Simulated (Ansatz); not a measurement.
The same molecule with X = C, Si, Ge. Ansatz, PBE0-D4/def2-TZVP geometries, multiplicity 1.

Scalar relativity is left out up to krypton.

```
 X           molecule  mean X–B bond length / Å  mean X–H bond length / Å  mean X–O bond length / Å  LUMO energy (B3LYP/def2-TZVPP) / eV  size of the dipole moment (B3LYP/def2-TZVPP) / D  size of the dipole moment (PBE/def2-TZVPP) / D
Si       `B1O[SiH2]1`                     1.899                     1.482                     1.753                                -1.22                                              1.15                                            0.91
Ge  `[BH]1[O][GeH2]1`                     2.012                     1.538                     1.988                                -1.49                                              1.56                                            1.32
```

**Question.** Give the row for X = C, `B1CO1`. (Best estimate.)

**Answer.** Ansatz gave: 
```
X  molecule  mean X–B bond length / Å  mean X–H bond length / Å  mean X–O bond length / Å  LUMO energy (B3LYP/def2-TZVPP) / eV  size of the dipole moment (B3LYP/def2-TZVPP) / D  size of the dipole moment (PBE/def2-TZVPP) / D
C   `B1CO1`                     1.510                     1.086                     1.500                                -0.68                                              1.30                                            1.11
```

From C to Ge the mean X–B bond length rises at each step, by 0.502 Å in all; the mean X–H bond length rises at each step, by 0.452 Å in all; the mean X–O bond length rises at each step, by 0.488 Å in all; the LUMO energy (B3LYP/def2-TZVPP) falls at each step, by 0.81 eV in all. Bonds lengthen as the atom grows down the group. Dipoles are sizes alone, and their direction can turn along the series.

B3LYP here is the variant with VWN-RPA as its local correlation; programs differ in this.
